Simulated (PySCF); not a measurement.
**MCl cations for M along the fifth-period p block**

MP2 with triple-zeta basis sets in PySCF, for the lowest determinant that a PBE0 search found; no spin–orbit coupling. De refers to high-spin ground-configuration atoms (the charge goes to the atom of lower measured ionisation energy or higher electron affinity, which is not always the lowest computed limit).

| M | basis | reference, frozen orbitals | charged atom | state (unpaired electrons) | Re (Å) | ωe (cm⁻¹) | De (eV) |
| --- | --- | --- | --- | --- | --- | --- | --- |
| In | def2-TZVPPD | UHF, 9 | In+ | doublet (σ ↑) | 2.272 | 373 | 0.60 |
| Sn | def2-TZVPPD | RHF, 9 | Sn+ | singlet (closed shell) | 2.252 | 441 | 4.27 |
| Sb | def2-TZVPPD | UHF, 9 | Sb+ | doublet (π ↑) | 2.228 | 465 | 3.50 |

The shortest bond is that of SbCl⁺ (2.228 Å), the longest that of InCl⁺ (2.272 Å). SnCl⁺ is bound most strongly (4.27 eV) and InCl⁺ least (0.60 eV).

The state changes along the series, so neighbouring rows are not always alike in their bonding.

Correlated steps freeze 9 core orbitals. These are scalar-relativistic numbers at best; spin–orbit coupling would shift them, the dissociation energy most. For an ion De counts to the pair picked by the measured ionisation energies or electron affinities, which need not be the lowest pair at this level. Where the molecule has an RHF reference, its open-shell atoms are computed with UHF. States were picked by a PBE0 search and need not be the measured ground states.
